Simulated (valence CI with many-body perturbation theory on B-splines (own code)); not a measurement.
## Tl⁷⁵⁺: calculated level list

Calculated by valence CI with perturbative core correlation (CI+MBPT): four valence electrons over a frozen Dirac-Fock core [He], radial functions for each j: 9 s, 9 p, 8 d, 6 f, 3 g, 1 h, with the one-electron correlation potential Σ1 (screened to all orders), the two-electron term Σ2, the three-electron term Σ3, Breit, model QED; selected single and double excitations, second order for the rest, scaled by the run's own slope (own B-spline code, finite nucleus).

The last digits are not significant, and no measured levels were compared; by estimate large intervals hold to a few tenths of a per cent, small ones and those within an open d or f shell to about a per cent.

Levels 1 to 40 of 40, with energies above the lowest level, (2s^2 2p1/2^2) J=0. "Leading %" is the weight of the configuration and term that name the level; weights of strongly mixed levels are sums over their largest components and can fall short, so below about 35 % the name and the second component can differ from the true leading terms, or belong to a minority configuration. In the jj column 3d3/2^4 stands for four electrons in 3d with j = 3/2. Lifetimes count E1, E2, E3, M1 and M2 decay at the calculated energies, and are blank where another channel may lead or the interval is too uncertain; long ones can be off by a factor of two.

```
No.  Configuration  Term  J  E (Ry)  Leading %      g  Lifetime    Second component                Leading jj
  1        2s2 2p2    3P  0     0.0         68                      32 % 2s2 2p2 1S      2s^2 2p1/2^2 (100 %)
  2        2s2 2p2    3P  1   158.5        100  1.462   16.6 ps                      2s^2 2p1/2 2p3/2 (100 %)
  3        2s2 2p2    1D  2   159.8         66  1.123   2.12 ns     34 % 2s2 2p2 3P  2s^2 2p1/2 2p3/2 (100 %)
  4         2s 2p3   3P°  2   184.4         49  1.475   23.5 ps     25 % 2s 2p3 5S°  2s 2p1/2^2 2p3/2 (100 %)
  5         2s 2p3   1P°  1   191.7         31  1.111   32.2 fs     30 % 2s 2p3 3D°  2s 2p1/2^2 2p3/2 (100 %)
  6        2s2 2p2    3P  2   320.6         65  1.285   4.20 ps     34 % 2s2 2p2 1D       2s^2 2p3/2^2 (99 %)
  7        2s2 2p2    1S  0   325.9         67          3.87 ps     32 % 2s2 2p2 3P       2s^2 2p3/2^2 (99 %)
  8         2s 2p3   5S°  2   340.5         51  1.540    135 fs     46 % 2s 2p3 3D°  2s 2p1/2 2p3/2^2 (100 %)
  9         2s 2p3   3D°  3   343.9        100  1.284    143 fs                      2s 2p1/2 2p3/2^2 (100 %)
 10         2s 2p3   3P°  0   349.4        100          41.5 fs                      2s 2p1/2 2p3/2^2 (100 %)
 11         2s 2p3   3S°  1   351.3         54  1.295   21.0 fs     44 % 2s 2p3 3D°  2s 2p1/2 2p3/2^2 (100 %)
 12         2s 2p3   1D°  2   351.9         74  1.036   21.4 fs     21 % 2s 2p3 3D°  2s 2p1/2 2p3/2^2 (100 %)
 13         2s 2p3   3P°  1   352.3         64  1.278   37.9 fs     33 % 2s 2p3 1P°  2s 2p1/2 2p3/2^2 (100 %)
 14            2p4    3P  2   379.2         67  1.295   22.2 fs         32 % 2p4 1D    2p1/2^2 2p3/2^2 (99 %)
 15            2p4    1S  0   384.7         65          20.5 fs         34 % 2p4 3P    2p1/2^2 2p3/2^2 (99 %)
 16         2s 2p3   3P°  2   507.6         51  1.433   43.3 fs     20 % 2s 2p3 5S°        2s 2p3/2^3 (100 %)
 17         2s 2p3   1P°  1   514.8         35  1.142   17.5 fs     26 % 2s 2p3 3D°        2s 2p3/2^3 (100 %)
 18            2p4    3P  1   539.2        100  1.462   14.2 fs                         2p1/2 2p3/2^3 (100 %)
 19            2p4    1D  2   540.5         68  1.114   14.6 fs         32 % 2p4 3P     2p1/2 2p3/2^3 (100 %)
 20            2p4    3P  0   703.8         65          10.7 fs         34 % 2p4 1S           2p3/2^4 (100 %)
 21      2s2 2p 3s   3P°  0   949.3        100          2.71 fs                         2s^2 2p1/2 3s (100 %)
 22      2s2 2p 3s   3P°  1   949.6         67  1.292   2.27 fs  33 % 2s2 2p 3s 1P°     2s^2 2p1/2 3s (100 %)
 23      2s2 2p 3p    3D  1   956.8         74  0.624    170 fs   22 % 2s2 2p 3p 1P  2s^2 2p1/2 3p1/2 (100 %)
 24      2s2 2p 3p    3P  0   961.0         67          96.5 fs   32 % 2s2 2p 3p 1S   2s^2 2p1/2 3p1/2 (99 %)
 25      2s 2p2 3s    5P  1   973.2         40  1.984   2.72 fs   32 % 2s 2p2 3s 3S      2s 2p1/2^2 3s (99 %)
 26      2s 2p2 3s    3P  0   976.5         67          2.89 fs   32 % 2s 2p2 3s 1S      2s 2p1/2^2 3s (99 %)
 27      2s 2p2 3p   3P°  1   981.4         33  1.319   1.26 fs  20 % 2s 2p2 3p 5D°  2s 2p1/2^2 3p1/2 (100 %)
 28      2s 2p2 3p   3P°  0   981.5         53           116 fs  40 % 2s 2p2 3p 5D°  2s 2p1/2^2 3p1/2 (100 %)
 29      2s2 2p 3p    3D  2  1005.6         51  1.138    101 fs   32 % 2s2 2p 3p 1D  2s^2 2p1/2 3p3/2 (100 %)
 30      2s2 2p 3p    3P  1  1005.6         49  1.494    132 fs   30 % 2s2 2p 3p 3S  2s^2 2p1/2 3p3/2 (100 %)
 31      2s2 2p 3d   3F°  2  1010.9         75  0.736   2.57 fs  20 % 2s2 2p 3d 1D°  2s^2 2p1/2 3d3/2 (100 %)
 32      2s2 2p 3d   3D°  1  1013.0         50  0.824    303 as  33 % 2s2 2p 3d 1P°  2s^2 2p1/2 3d3/2 (100 %)
 33      2s2 2p 3d   3P°  2  1024.0         46  1.284    453 as  34 % 2s2 2p 3d 3D°   2s^2 2p1/2 3d5/2 (97 %)
 34      2s2 2p 3d   3F°  3  1024.3         45  1.087    451 as  32 % 2s2 2p 3d 1F°  2s^2 2p1/2 3d5/2 (100 %)
 35      2s 2p2 3p   3P°  2  1029.7         36  1.480   12.3 fs  18 % 2s 2p2 3p 5P°   2s 2p1/2^2 3p3/2 (97 %)
 36      2s 2p2 3p   3D°  1  1030.1         30  1.143   1.36 fs  22 % 2s 2p2 3p 1P°  2s 2p1/2^2 3p3/2 (100 %)
 37      2s 2p2 3d    3D  1  1035.0         48  0.475   2.80 fs   34 % 2s 2p2 3d 5F  2s 2p1/2^2 3d3/2 (100 %)
 38      2s 2p2 3d    3D  2  1035.4         30  1.094   2.40 fs   15 % 2s 2p2 3d 5F   2s 2p1/2^2 3d3/2 (99 %)
 39      2s 2p2 3d    3D  3  1047.7         39  1.319    452 as   16 % 2s 2p2 3d 5D  2s 2p1/2^2 3d5/2 (100 %)
 40      2s 2p2 3d    3D  2  1049.1         26  1.037    459 as   25 % 2s 2p2 3d 3F   2s 2p1/2^2 3d5/2 (99 %)
```

The ionisation energy to 2s2 2p 2P°_1/2 of the next ion comes out as 22787 eV (NIST: 22780 ± 100 eV (theoretical)). All 40 levels together are meant to be complete up to 1051.4 Ry.
